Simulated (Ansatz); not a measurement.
trans-PdH2(NH3)2 (PdN₂H₈), relaxed as a singlet with RKS r2SCAN-D4/def2-SVP in Ansatz, starting from the GFN2-xTB geometry. Force threshold 0.02 eV/Å.

In the def2 sets Pd takes a core potential; there is no spin–orbit coupling.

Start:

```csv
atom,x (Å),y (Å),z (Å)
Pd1,-0.0028,0.0015,0.0022
H2,-0.3070,1.2670,1.0321
N3,0.5439,-1.1667,1.6113
H4,0.4322,-2.1584,1.4134
H5,0.0169,-0.9114,2.4440
H6,1.5326,-0.9534,1.7540
H7,0.3005,-1.2646,-1.0298
N8,-0.5452,1.1690,-1.6088
H9,-1.5112,0.9021,-1.8077
H10,0.0393,0.9517,-2.4138
H11,-0.4993,2.1631,-1.3970
```

| step | energy (eV) | largest force component (eV/Å) | SCF passes |
| --- | --- | --- | --- |
| 1 | -6587.7068 | 0.408 | 27 |
| 2 | -6587.7216 | 0.246 | 31 |
| 3 | -6587.7261 | 0.037 | 31 |
| 4 | -6587.7263 | 0.024 | 32 |
| 5 | -6587.7264 | 0.004 | 33 |

Force components are those of the run's own axes.

End:

```xyz
11

Pd   -0.0014    0.0026    0.0025
H    -0.2965    1.2620    1.0264
N     0.5544   -1.1554    1.6042
H     0.4317   -2.1503    1.4184
H     0.0309   -0.9099    2.4441
H     1.5441   -0.9965    1.8025
H     0.2941   -1.2567   -1.0227
N    -0.5555    1.1565   -1.6028
H    -1.5163    0.9266   -1.8634
H     0.0327    0.9673   -2.4144
H    -0.5182    2.1536   -1.3948
```

By distances, no bond broke or formed. The bond that changes most is Pd1–H7, from 1.66 to 1.65 Å (atoms count from 1).

No frequencies were taken in this run, so the end may be a saddle point.

Run time 12 s (4 threads of Arm Neoverse V1 on a shared host).
